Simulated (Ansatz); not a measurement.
`CC[N](C)[Al]([Cl])[Cl]` + CH₃OH → `C[O][Al]([Cl])[Cl]` + `CCNC`  (ligand exchange at the Al–N bond)

Computed with Ansatz on PBE0-D4/def2-TZVP structures; ΔE is electronic, products minus reactants. CBS: MP2 limit from def2 TZ/QZ plus the TZ coupled-cluster correction, frozen cores. This one scheme is used for every species. DFT in def2-TZVPP. One conformer a species, not always the lowest.

`CC[N](C)[Al]([Cl])[Cl]`:

Z-matrix (Å, degrees):
```
C
C 1 1.520
H 1 1.093 2 110.3
H 1 1.093 2 110.6 3 -119.6
H 1 1.092 2 111.9 3 119.7
N 2 1.453 1 114.2 3 179.6
H 2 1.094 1 108.9 3 57.9
H 2 1.100 1 109.5 3 -58.0
Al 6 1.754 2 122.8 1 -109.3
C 6 1.448 2 114.1 1 70.9
Cl 9 2.086 6 120.3 2 0.1
Cl 9 2.086 6 120.6 2 -179.6
H 10 1.098 6 110.8 2 56.3
H 10 1.096 6 112.4 2 -64.2
H 10 1.092 6 110.6 2 175.8
```

CH₃OH:

```xyz
6

C     0.104   -0.049   -0.337
O     0.253    0.175    1.046
H     1.106   -0.074   -0.767
H    -0.459    0.752   -0.832
H    -0.384   -1.007   -0.556
H    -0.619    0.203    1.446
```

`C[O][Al]([Cl])[Cl]`:

Cartesian coordinates in Å:
```
C 0.183 1.135 0.687
O -0.134 -0.226 0.584
Al -0.239 -1.342 -0.646
Cl 0.157 -0.799 -2.614
Cl -0.773 -3.292 -0.194
H 0.421 1.582 -0.284
H 1.046 1.264 1.347
H -0.662 1.678 1.119
```

`CCNC`:

```xyz
13

C    -1.539    0.105    1.043
C    -0.160    0.398    0.491
N     0.238   -0.600   -0.479
C     1.524   -0.328   -1.079
H    -1.567   -0.887    1.497
H    -1.823    0.842    1.797
H    -2.293    0.135    0.251
H     0.574    0.384    1.304
H    -0.135    1.421    0.074
H    -0.470   -0.670   -1.199
H     1.746   -1.078   -1.841
H     1.601    0.671   -1.543
H     2.304   -0.393   -0.315
```

```tsv
level	ΔE (kJ/mol)	difference from CCSD(T)/CBS
r2SCAN-D4	-42.7	-3.8
ωB97M-V	-41.0	-2.1
B2PLYP	-47.0	-8.1
PBE	-42.2	-3.3
HF/def2-TZVPP	-61.8	-22.9
MP2/def2-TZVPP	-37.3	1.6
SCS-MP2/def2-TZVPP	-41.4	-2.5
MP2/def2-QZVPP	-37.5	1.4
SCS-MP2/def2-QZVPP	-41.7	-2.8
MP2/CBS(def2)	-37.2	1.7
CCSD(T)/CBS	-38.9	0
```

Largest T1 diagnostic among the species: 0.010.

In def2-TZVPP, CCSD(T) changes the Hartree–Fock value by +22.7 kJ/mol (the triples alone add +3.7 kJ/mol) and MP2 by +24.4 kJ/mol. The D4 term adds +10.2 kJ/mol with B3LYP and +6.0 kJ/mol with PBE0; it sums over pairs of atoms, weighted by their polarisabilities, and B3LYP, whose exchange is more repulsive, gets the larger term.

B3LYP here is the variant with VWN-RPA as its local correlation; programs differ in this.
